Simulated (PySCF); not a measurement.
## The electron affinity along the alkaline earths

All values are computed (PySCF 2.14, energy differences of UHF-based or UKS calculations, no spin-orbit coupling). Values in eV. The last column holds reference values (measured affinities from photodetachment; the arrow runs from anion to atom). Unmarked ones compare directly (S terms, centres of terms, or small fine structure); those marked * lie between the lowest fine-structure levels and include a spin-orbit shift.

| element | configurations | PBE | PBE0 | r2SCAN | LC-wPBE | SCS-MP2 (valence) | CCSD(T) (valence) | reference |
| --- | --- | --- | --- | --- | --- | --- | --- | --- |
| Ca (def2-TZVPPD with one added diffuse shell each of s, p, d type, non-relativistic) | [Ar] 4s2 4p1 → [Ar] 4s2 | 0.083 | 0.082 | 0.142 | 0.123 | -0.149 | 0.006 | 0.025 * |
| Sr (def2-TZVPPD with one added diffuse shell each of s, p, d type with the def2 core potential (28 electrons), ECP) | [Kr] 5s2 5p1 → [Kr] 5s2 | 0.072 | 0.076 | 0.131 | 0.116 | -0.134 | 0.038 | 0.052 * |
| Ba (def2-TZVPPD with one added diffuse shell each of s, p, d type with the def2 core potential (46 electrons), ECP) | [Xe] 6s2 6p1 → [Xe] 6s2 | 0.123 | 0.132 | 0.208 | 0.191 | -0.076 | 0.137 | 0.145 * |

The highest occupied level of the anion is positive for Ca⁻ at PBE, PBE0, r2SCAN; Sr⁻ at PBE, PBE0, r2SCAN; Ba⁻ at PBE, PBE0, r2SCAN, so there the basis helps to hold the electron.

"Valence" correlates the outer s and p shells and, in groups 3 to 12 and the f block, the outer d or f shell, open or full, or the next shell where the ion has no valence electron left; the wider scheme adds the next inner shell.
